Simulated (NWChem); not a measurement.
C₂H₆In cation; SMILES [CH3][In+][CH3]

Computed with NWChem. Structure relaxed at the PBE-D3(BJ)/def2-SVP level. def2 effective core potentials on In; no spin-orbit coupling. Vertical excitations in the gas phase; the lowest state need not have the same character in each row.

### Question
Order these by “lowest excitation, singlet (eV)”, lowest first: B3LYP/def2-SVP, full TDDFT; LRC-wPBEh/def2-SVP, full TDDFT; Hartree-Fock/def2-SVP, TDHF.

### Answer
B3LYP/def2-SVP, full TDDFT (5.17), LRC-wPBEh/def2-SVP, full TDDFT (5.49), Hartree-Fock/def2-SVP, TDHF (5.96)
